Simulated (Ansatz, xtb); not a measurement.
**Isomers of C5H4N2 in order of energy**

4 gas-phase structures of C5H4N2, from a drawn sample of its isomers (lower ones may exist). Each was relaxed with GFN2-xTB:

A. `C#Cn1ccnc1`, a singlet
B. `C#Cc1cnc[nH]1`, a singlet
C. `C#Cc1ncc[nH]1`, a singlet
D. `C#Cc1c[nH]cn1`, a singlet

**Question.** Which do you expect lowest at r2SCAN-D4/def2-SVP, and how would the others follow?

**Answer.** Calculated order at r2SCAN-D4/def2-SVP: B (0.0), C (1.5), D (1.9), A (16.0) kcal/mol. Less than 1 kcal/mol parts C and D, so the order within that pair means little.

Energies above the lowest of each column, in kcal/mol; the last columns are at PBE0-D3(BJ)/def2-SVP geometries:

| structure | GFN2-xTB | HF/STO-3G | r2SCAN-D4/def2-SVP | PBE0-D3(BJ)/def2-SVP | CCSD(T)/def2-SVP + ΔMP2/def2-TZVPP |
| --- | --- | --- | --- | --- | --- |
| B | 0.3 | 0.0 | 0.0 | 0.0 | 0.0 |
| C | 1.5 | 0.8 | 1.5 | 1.7 | 1.3 |
| D | 2.3 | 0.4 | 1.9 | 1.7 | 0.8 |
| A | 0.0 | 9.9 | 16.0 | 14.9 | 14.6 |

CCSD(T)/def2-SVP + ΔMP2/def2-TZVPP puts B lowest, with D within 1 kcal/mol; GFN2-xTB picks A. CCSD(T)/def2-SVP + ΔMP2/def2-TZVPP orders those it was run on as B (0.0), D (0.8), C (1.3), A (14.6) kcal/mol. Less than 1 kcal/mol parts B and D; D and C, so the order within those pairs means little. ΔMP2 is the change of the MP2 energy from the smaller to the larger basis.

Over these structures GFN2-xTB departs from r2SCAN-D4/def2-SVP by 6.1 kcal/mol on average once a common shift is removed. A GFN2-xTB relaxation took about 0.18 s and the r2SCAN-D4/def2-SVP energy about 3 s on a shared host (Ansatz 0.2.0, xtb 6.7.1).
